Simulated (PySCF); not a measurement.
Electron correlation in Ti (titanium, neutral)

[Ar] 3d2 4s2, high-spin 3F determinant. Computed with PySCF 2.14 in aug-cc-pVDZ (7s6p4d2f, 59 functions), with no relativity, point nucleus. Frozen: [Ar]; 4 electrons correlated.

MP2 pair energies summed by pair of shells (mhartree):

```tsv
pair	energy	share (%)
4s-4s	-20.38	57.6
3d-4s	-11.61	32.8
3d-3d	-3.36	9.5
```

Total MP2 correlation energy: -35.36 mhartree.

Same-spin part -7.93 and opposite-spin part -27.43 mhartree; SCS-MP2 scales them by 1/3 and 6/5 to -35.56 mhartree.
